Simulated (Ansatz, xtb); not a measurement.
Pulling on the Ge1–H2 bond in GeH2O (SMILES [OH][GeH]) (multiplicity 1 held, fragments rigid). Energies count from the point at 1.623 Å.
Geometry at that point (charge 0, multiplicity 1):
```xyz
4

Ge    -0.23528    -0.20096     0.24734
H     -1.41086    -0.03172    -0.85874
O      1.02523     0.68083    -0.68890
H      0.73803     1.01575    -1.54508
```

R- and RO- levels are restricted; in cc, def2 and unpolarised 6-31G sets they are followed outwards from rest. Active spaces are followed from a long bond inwards. Levels need not reach the same state.

Cores are frozen in the correlated methods. Filled d and f shells under p-block atoms count as core.

The values were computed with Ansatz (Gaussian orbitals); xtb for the GFN methods. Each number belongs to the level named beside it. The GFN methods have no spin term and hold the electronic entropy of 300 K.

Energies in kcal/mol.

| R (Å) | GFN2-xTB | R-HF/cc-pVDZ | R-CCSD/cc-pVDZ | R-CCSDT(Q)/cc-pVDZ | CASSCF(2,2)/cc-pVDZ | FIC-MRCISD+Q on CASSCF(2,2)/cc-pVDZ |
|---|---|---|---|---|---|---|
| 1.298 | 24.1 | 23.4 | 24.5 | 24.7 | 26.0 | 24.6 |
| 1.461 | 5.2 | 3.9 | 4.5 | 4.7 | 5.4 | 4.6 |
| 1.623 | 0.0 | 0.0 | 0.0 | 0.0 | 0.0 | 0.0 |
| 1.785 | 0.2 | 4.0 | 3.2 | 3.0 | 2.3 | 3.1 |
| 1.948 | 3.1 | 12.0 | 10.1 | 9.7 | 8.2 | 9.8 |
| 2.191 | 11.4 | 26.7 | 22.9 | 22.0 | 19.5 | 22.1 |
| 2.434 | 22.0 | 41.9 | 35.5 | 34.1 | 30.7 | 34.1 |
| 2.840 | 40.9 | 65.4 | 52.8 | 50.1 | 45.8 | 50.1 |
| 3.246 | 57.7 | 85.4 | 64.4 | 60.0 | 55.2 | 60.1 |
| 3.733 | 72.4 | 105.1 | 71.9 | 65.5 | 60.4 | 65.6 |
| 4.382 | 82.0 | 124.9 | 75.6 | 67.7 | 62.5 | 67.9 |
| 5.194 | 85.5 | 141.1 | 76.8 | 68.1 | 63.0 | 68.5 |

Doubts at one or more of the structures used: a restricted determinant that unrestricted orbitals would lower (R-HF/cc-pVDZ, R-CCSD/cc-pVDZ, R-CCSDT(Q)/cc-pVDZ); other coupled-cluster roots lie near (R-CCSD/cc-pVDZ, R-CCSDT(Q)/cc-pVDZ); T1 above 0.05 (R-CCSD/cc-pVDZ, R-CCSDT(Q)/cc-pVDZ).

Ansatz is a first-principles code.
